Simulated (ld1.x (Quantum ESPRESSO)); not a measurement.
# What one change does to a pseudopotential (cobalt, PAW)

ld1.x (Quantum ESPRESSO) 7.5 input, shortened:

```
&input
   title='Co', zed=27., rel=1, dft='PBESOL', iswitch=3,
   config='[Ar] 3d8 4s1 4p0'
 /
 &inputp
   pseudotype=3, lpaw=.true., tm=.true., lloc=-2, rcloc=3.85,
   nlcc=.false.,
   which_augfun='BESSEL', rmatch_augfun=0.80
 /
6
4S  1  0   1.00   0.00  1.55  2.05  0.0
4S  1  0   0.00   1.90  1.55  2.05  0.0
4P  2  1   0.00   0.00  3.90  4.15  0.0
4P  2  1   0.00   2.35  3.90  4.15  0.0
3D  3  2   8.00   0.00  0.75  0.90  0.0
3D  3  2   0.00   3.40  0.75  0.90  0.0
 &test
   configts(1)='3d8 4s1 4p0'
 /
```

All-electron outer shells of the reference configuration (PBEsol, scalar-relativistic, ld1.x):

```json
{"shell": "3s", "level (eV)": "-97.34", "outermost node (bohr)": "0.31", "outermost maximum (bohr)": "0.67"}
{"shell": "3p", "level (eV)": "-60.84", "outermost node (bohr)": "0.28", "outermost maximum (bohr)": "0.68"}
{"shell": "4s", "level (eV)": "-4.38", "outermost node (bohr)": "0.97", "outermost maximum (bohr)": "2.44"}
{"shell": "3d", "level (eV)": "-4.26", "outermost node (bohr)": "–", "outermost maximum (bohr)": "0.67"}
{"shell": "4p", "level (eV)": "-0.76", "outermost node (bohr)": "1.07", "outermost maximum (bohr)": "3.64"}
```

Change: local potential all-electron potential smoothed inside 0.90 bohr (lloc = -1).

Cutoffs: the cutoffs (Ry, on a coarse ladder) from which the occupation-weighted sum of valence levels, in a spherical-Bessel basis at the reference potential, stays within 10 and 1 mRy of its value at 400 Ry; they do not see the model core or the augmentation charge, which bear on the density cutoff. Errors are all-electron minus pseudo energies relative to the spin-unpolarised reference configuration.

**Question.** What does the change do?

**Answer.** The potential gets neither clearly harder nor softer (140 Ry and 230 Ry → 140 Ry and 230 Ry); a bound ghost appears in s, which as a rule spoils a file; the number of tests that count goes from 7 to 6; of the 6 tests that both files solve, the error grows in 0 and shrinks in 6 by more than 15 % and 0.3 meV (median size 81.5 → 57.9 meV); the range in which the s phases agree widens (upper end 3.4 → at the end of the scan); the range in which the d phases agree widens (upper end 0.3 → at the end of the scan). A state that the projectors do not describe sees the local part alone, so a deeper or shallower local part can create or remove a ghost.

```csv
quantity,base,changed
"cutoff, loose",140 Ry,140 Ry
"cutoff, tight",230 Ry,230 Ry
bound ghosts,none,s
"tests counted (converged, no solver errors)",7 of 7,6 of 7
"error for 3d7 4s2 4p0, meV [ΔE 1.21 eV]",-76,-64
"error for 3d7 4s1 4p0, meV [ΔE 10.26 eV]",-85,-55
"error for 3d7 4s0 4p0, meV [ΔE 26.96 eV]",-112,+11
"error for 3d7 4s1.5 4p0, meV [ΔE 4.83 eV]",-78,-61
"error for 3d6 4s0 4p0, meV [ΔE 62.79 eV]",-670,-357
"error for 3d8 4s0 4p0, meV [ΔE 7.64 eV]",-10,+2.5
s: phases at 4.47 bohr within 0.05 rad from the reference energy up to (Ry; the scan ends near 5),3.4,to the end of the scan
p: phases at 4.47 bohr within 0.05 rad from the reference energy up to (Ry; the scan ends near 5),1.2,0.4
d: phases at 4.47 bohr within 0.05 rad from the reference energy up to (Ry; the scan ends near 5),0.3,to the end of the scan
lowest overlap eigenvalue by channel,"s 0.14, p 0.91, d 1.00","s 0.27, p 0.87, d 0.91"
```

Changed file: Tests not counted: 3d7 4s0 4p2 (solver errors, printed error -793 eV). These tests converged, but a pseudo level misses the all-electron one widely, so the file describes the atom poorly there or has found another state: 3d7 4s0 4p0: empty 4p by 3.1 eV. A true bound ghost makes a file unfit for plane-wave use even where its test errors are small: the radial tests pick states by their node count and pass the ghost by. Where a test does run into it, the solver fails or the error is huge.
